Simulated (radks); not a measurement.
Results of a calculation; reference values are marked as such.
Numerical settings for the sulfur ion S3+, [Ne] 3s2 3p1. Code: a radial shooting solver on a logarithmic mesh with Libxc functionals. Model: scalar-relativistic Kohn-Sham, r2SCAN, spin-polarised, spherical densities, finite nucleus; open shells are filled with parallel spins first; meta-GGA in the generalised Kohn-Sham scheme; Fermi nuclear charge, rms radius 3.2611 fm. The defaults (mesh step 0.008 in ln r, mesh end at 40 bohr or more with all orbitals vanishing there, Anderson mixing 0.5 over 9 steps, residual threshold near 1e-9 with the energy settled to 1e-9 hartree or 1e-11 of itself, here a cap of 73 iterations) give E = -396.685 hartree and 3p at -41.044 eV in 14 iterations. Run on one thread of a shared host, so times are rough (Arm Neoverse V2): 0.1 s of CPU time, 0.1 s wall, 14 iterations on 2189 mesh points. Changes against that run (0 stands for a change within the tolerance of the run):

\begin{tabular}{lrrrrr}
setting & iterations & converged & E (mhartree) & e(3p) (meV) & CPU (s) \\ \hline
mesh step in ln r 0.02 & 11 & yes & 0 & +0.00467 & 0.04 \\
mesh step in ln r 0.005 & 17 & yes & 0 & 0 & 0.19 \\
mesh step in ln r 0.012 & 13 & yes & 0 & 0 & 0.07 \\
mesh end (bohr) 400 & 14 & yes & 0 & 0 & 0.11 \\
mesh end (bohr) 5 & 14 & yes & +0.874 & +37.6 & 0.1 \\
residual threshold 0.1 & 10 & yes & 0 & -0.0367 & 0.08 \\
residual threshold 1e-05 & 11 & yes & 0 & -0.0465 & 0.09 \\
mixing 0.2 & 15 & yes & 0 & -0.00377 & 0.11 \\
linear mixing, mixing 0.8 & 29 & no & diverged & - & 0.19 \\
linear mixing, mixing 0.2 & 67 & yes & 0 & +0.00683 & 0.41 \\
mixing history 2 & 23 & yes & 0 & -0.00658 & 0.15 \\
iteration cap 8 & 8 & no & 0 & -0.0255 & 0.06 \\
\end{tabular}

No run marked as converged misses the energy by more than 1 mhartree. A mesh that ends early acts as a hard wall.
